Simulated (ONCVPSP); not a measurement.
# Configuration tests for Sr (ONCV)

```json
{"Element": "strontium", "Generator": "ONCVPSP 4.0.1", "Type": "optimised norm-conserving Vanderbilt (ONCV)", "Functional": "PBEsol", "Relativity": "scalar-relativistic", "Frozen core": "[Ar] 3d10", "Valence charge": "10", "Reference configuration": "4s2 4p6 5s0.5 (charge +1.5)", "Partial waves": "4s+5s: rc 2.40 bohr, ncon 3, nbas 6, qcut 4.7 1/bohr, 2 projectors; 4p: rc 1.45 bohr, ncon 5, nbas 9, qcut 4.7 1/bohr, 2 projectors, debl 2.6 Ha; d scattering state at 0.18 Ha: rc 2.30 bohr, ncon 3, nbas 6, qcut 4 1/bohr, 2 projectors, debl 0.4 Ha", "Local potential": "polynomial inside 1.30 bohr (lpopt 5, dvloc0 0 Ha)", "Core correction": "Teter function fitted to the true core (icmod 2), fcfact 0.55"}
```

In the d channel the program set the typed energies aside and used 0.050, 0.450 Ha.

Energies are relative to the spin-unpolarised reference configuration 4s2 4p6 5s0.5; without spin polarisation the order of configurations can differ from experiment.

```json
{"valence configuration": "4s2 4p6 5s2", "charge": "0", "ΔE all-electron (eV)": "-10.697", "error AE − PS (meV)": "-0.8"}
{"valence configuration": "4s2 4p6 5s1.5", "charge": "+0.5", "ΔE all-electron (eV)": "-8.351", "error AE − PS (meV)": "-0.4"}
```

(1) What are ΔE and the potential's error for 4s2 4p6 5s0?

(2) What are ΔE and the potential's error for 4s2 4p6 5s1?

Levels in the configuration 4s2 4p6 5s2:

| level | all-electron (eV) | pseudo (eV) |
| --- | --- | --- |
| 4s | -40.874 | -40.838 |
| 4p | -22.807 | -22.806 |
| 5s | -3.536 | -3.535 |

Note: no bound ghost flagged; GHOST(+) flagged for s at 59.4 eV.

Answers

(1) ΔE = 6.094 eV all-electron; the error (AE − PS) is -0.9 meV.

(2) ΔE = -4.801 eV all-electron; the error (AE − PS) is 0.0 meV.
